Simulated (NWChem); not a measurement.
SrCl2 cation, doublet; SMILES of the neutral closed-shell parent [Cl][Sr][Cl]

```xyz
3

Sr     0.0000     0.0000    -1.0826
Cl     0.0000     1.3808     1.2100
Cl     0.0000    -1.3808     1.2100
```
Atoms are numbered in this order, from 1.

In the optimisation the excess spin sits in b2 (C2v, its own frame). The geometry was optimised at PBE-D3(BJ)/def2-SVP, spin-unrestricted. This spin state was assumed; another may lie lower. No stability test was run on the SCF state. def2 effective core potentials on Sr; no spin-orbit coupling.

Symmetry labels are those of C2v in the frame above (b1 and b2, or b-type labels, depend on it).

Q: List the 6 lowest vertical excitations from B3LYP/def2-SVP with def2 effective core potentials on Sr, spin-unrestricted, TDA (NWChem).

A: 
```csv
state,energy (eV),oscillator strength,symmetry of the excitation,<S²>
state 1,1.24,0.000,a2,0.76
state 2,1.98,0.000,b2,0.76
state 3,2.02,0.000,b1,0.76
state 4,2.38,0.006,a1,0.76
state 5,3.89,0.266,a1,0.75
state 6,4.49,0.001,a1,0.75
```
